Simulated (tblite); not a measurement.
Species: C₂H₇FSSi.
Z-matrix (Å and degrees, GFN2-xTB geometry), rows numbered from 1:
```
C 
C   1  1.5169
F   2  1.3969  1  108.71
Si  2  1.9223  1  113.59  3  -119.64
S   4  2.1411  2  108.32  1   179.65
H   1  1.0872  2  110.32  3    62.66
H   1  1.0860  2  109.49  3  -177.49
H   1  1.0885  2  110.57  3   -57.33
H   2  1.0973  1  109.90  3   114.00
H   4  1.4586  2  108.60  1    60.30
H   4  1.4542  2  109.59  1   -65.00
H   5  1.3249  4   96.18  2   -35.93
```

Computed with GFN2-xTB (tblite): harmonic, unscaled wavenumbers at the GFN2-xTB geometry, gas phase. Against measured fundamentals such values can be off by several per cent, at times by over 20. Modes of hydrogen on silicon and sulfur can be 10 to 20 % off. One conformer, not necessarily the lowest.

Harmonic wavenumbers (cm⁻¹): 41.1, 108.5, 173.2, 195.1, 240.6, 275.2, 404.4, 480.4, 531.1, 566.7, 665.2, 675.6, 743.3, 754.8, 904.4, 1000.3, 1066.9, 1119.2, 1247.2, 1289.2, 1404.4, 1479.7, 1498.1, 2306.1, 2348.9, 2464.2, 2901.5, 3027.6, 3043.6, 3053.2.

A = 5884, B = 1655, C = 1383 MHz; mass 110.002 u (most abundant isotopes); point group C1, symmetry number 1.

What is the zero-point energy?

Half the sum of the wavenumbers: 18005 cm⁻¹ = 215.39 kJ/mol.

What is S at 298.15 K and 1 bar for an ideal gas of classical rigid rotors and harmonic oscillators?

Translation 167.48, rotation 115.35, vibration 87.24: S = 370.1 J/(mol K).

And Cp and H(298.15 K) − H(0)?

Cp = 123.11 J/(mol K), of which vibrations give 89.85 (their classical limit is 30 R = 249.4); H(298.15 K) − H(0) = 23.69 kJ/mol without the zero-point energy, 13.77 from vibrations.

Which modes carry the vibrational entropy at 298.15 K?

41.1 cm⁻¹: 21.78; 108.5 cm⁻¹: 13.79; 173.2 cm⁻¹: 10.04; 195.1 cm⁻¹: 9.12; 240.6 cm⁻¹: 7.52; 275.2 cm⁻¹: 6.54 J/(mol K); the other 24 give 18.45 together.

How do the functions run with temperature in this model?

| T (K) | S (J/(mol K)) | Cp (J/(mol K)) | H − H(0) (kJ/mol) | G − H(0) (kJ/mol) | ln q(vib) |
| --- | --- | --- | --- | --- | --- |
| 50 | 233.0 | 47.6 | 1.97 | -9.69 | 0.42 |
| 100 | 271.6 | 65.4 | 4.80 | -22.36 | 1.25 |
| 373.15 | 399.7 | 140.9 | 33.61 | -115.53 | 6.32 |
| 500 | 444.4 | 165.3 | 53.10 | -169.13 | 8.60 |
| 750 | 518.4 | 199.3 | 98.98 | -289.82 | 12.77 |
| 1000 | 579.0 | 221.9 | 151.80 | -427.23 | 16.53 |

q(vib) and H(0) count from the zero-point level.

Hindered rotation and anharmonicity are outside this model. Other conformers, if any are populated, would add a mixing term that is left out. The structure is chiral; the term R ln 2 for an equal mix with its mirror image is left out.
